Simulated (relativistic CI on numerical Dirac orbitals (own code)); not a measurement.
# Mn2+ in a cubic cluster: 2p photoemission with charge transfer

Computed with a charge-transfer multiplet model of a cubic metal-ligand cluster with up to one ligand hole, Slater and spin-orbit integrals from Dirac-Coulomb-Breit ions, Slater integrals scaled by 0.7. The ground state mixes d5 with configurations of k ligand holes L, whose averages lie at kΔ + k(k − 1)U_dd/2; a core hole lowers each added d electron by U_cd. 300 K, Lorentzian 0.6 eV and Gaussian 0.8 eV FWHM.

Atomic integrals in eV (Slater integrals scaled, ζ unscaled), ground: F2dd 7.178, F4dd 4.458, zeta_d 0.037; with the core hole: F2dd 8.503, F4dd 5.322, zeta_d 0.060, zeta_core 6.788, F2cd 4.916, G1cd 3.683, G3cd 2.092.

Cluster parameters (eV): Δ = 3.2, U_dd = 7, U_cd = 8.8, 10Dq = 0.25, 10Dq(ligand) = 0.6, final-state hopping factor = 0.9.

```csv
Case,n_d,d5,d6L,S
"V(eg) = 1.75 eV, V(t2g) = -0.8 eV",5.17,0.83,0.17,2.50
"V(eg) = 2.35 eV, V(t2g) = -1.08 eV",5.23,0.77,0.23,2.50
"V(eg) = 3.25 eV, V(t2g) = -1.49 eV",5.29,0.71,0.29,2.50
```

Weights, n_d and S are thermal averages at 300 K. Binding energies count from the first peak over 30 % of the highest in each spectrum, which can be another peak from case to case. The parameters are a model scan and need not match a compound or its usual spin state. Peaks in eV (height, largest 100):
- V(eg) = 1.75 eV, V(t2g) = -0.8 eV: 0.0 (100), 0.8 (93), 6.1 (66), 7.1 (55), 11.4 (63), 17.7 (33), 18.7 (38), 21.7 (5)
- V(eg) = 2.35 eV, V(t2g) = -1.08 eV: 0.0 (100), 5.2 (16), 7.6 (33), 8.6 (30), 11.5 (56), 12.0 (57), 19.2 (17), 20.1 (20)
- V(eg) = 3.25 eV, V(t2g) = -1.49 eV: 0.0 (100), 11.4 (64), 12.0 (62), 21.6 (9), 22.5 (11)

For the case V(eg) = 2.35 eV, V(t2g) = -1.08 eV, Δ = 3.2 eV is smaller than U_dd = 7 eV, the charge-transfer side of the Zaanen-Sawatzky-Allen scheme. With the core hole the average of the configuration with one ligand hole lies at Δ − U_cd = -5.6 eV before mixing: it lies below the unscreened one, so the lowest final states are mostly screened and the unscreened weight appears at higher binding energy as a satellite.

With at most 1 ligand hole the space is cut while the next configuration still counts, so covalency is underestimated, and a final configuration with one more ligand hole, which can lie low, is missing from the spectra.
